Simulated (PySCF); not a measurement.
`[CH2]Sc1cccs1` [radical] (doublet state). The geometry is computed with GFN2-xTB (gas phase). This method treats the open shell by occupation alone, without spin polarisation.

```
atom  x, y, z in Å
C1     2.8331    0.1569   -0.1072
S2     1.8013   -1.1289    0.2677
C3     0.2198   -0.4037    0.3354
C4    -0.9293   -1.0577    0.6958
C5    -2.0573   -0.2167    0.6748
C6    -1.7607    1.0572    0.3066
S7    -0.0865    1.2687   -0.0310
H8     2.5343    1.1663    0.0849
H9     3.8632   -0.0970   -0.2439
H10   -0.9508   -2.0983    0.9616
H11   -3.0495   -0.5462    0.9255
H12   -2.4163    1.8989    0.2102
```

Question: What is the longest distance between nuclei?

Answer: H9···H11, 7.03 Å; the next longest distance is 6.60 Å.

Question: How far are the heavy atoms from their best plane (unweighted least squares)?

Answer: 0.029 Å rms; C1 0.05, S2 0.03, C3 0.02, C4 0.01, C5 0.03, C6 0.01, S7 0.03 Å (magnitudes).

Question: Work out the bond lengths C1–S2, C1–H8, C1–H9, S2–C3, C3–C4, C4–C5, C5–H11, C6–S7 in bohr.

Answer: For C1–S2 the difference vector is (-1.0318, -1.2858, 0.3749) Å, of length 1.6907 Å. 1 bohr = 0.529177 Å. C1–S2 3.195; C1–H8 2.022; C1–H9 2.021; S2–C3 3.290; C3–C4 2.590; C4–C5 2.659; C5–H11 2.032; C6–S7 3.252 bohr.

Question: How far apart are these pairs, which share no bond: C1···H10, C1···H11, C6···H8, H11···H12?

Answer: C1···H10 4.533 Å (4 bonds apart); C1···H11 6.014 Å (5 bonds apart); C6···H8 4.302 Å (5 bonds apart); H11···H12 2.625 Å (3 bonds apart).

Question: What are the angles C5–C4–H10, C4–C5–C6, C4–C5–H11, S7–C6–H12, C3–S7–C6?

Answer: From the scalar product of the two bond vectors; for C5–C4–H10 it is -0.8565 Å² over 1.4072 × 1.0742 Å², cos θ = -0.5666. C5–C4–H10 124.5°; C4–C5–C6 112.9°; C4–C5–H11 123.6°; S7–C6–H12 118.8°; C3–S7–C6 90.7°.

Question: Give the dihedral angles C1–S2–C3–C4, H12–C6–S7–C3, C4–C3–S7–C6, C4–C5–C6–H12.

Answer: C1–S2–C3–C4 -176° (antiperiplanar); H12–C6–S7–C3 180° (antiperiplanar); C4–C3–S7–C6 0° (synperiplanar); C4–C5–C6–H12 180° (antiperiplanar). Dihedral signs follow IUPAC: positive where, seen along the central bond, the front bond turns clockwise onto the rear one.

Stationary, but not proved a minimum.

One conformer stands for the species.
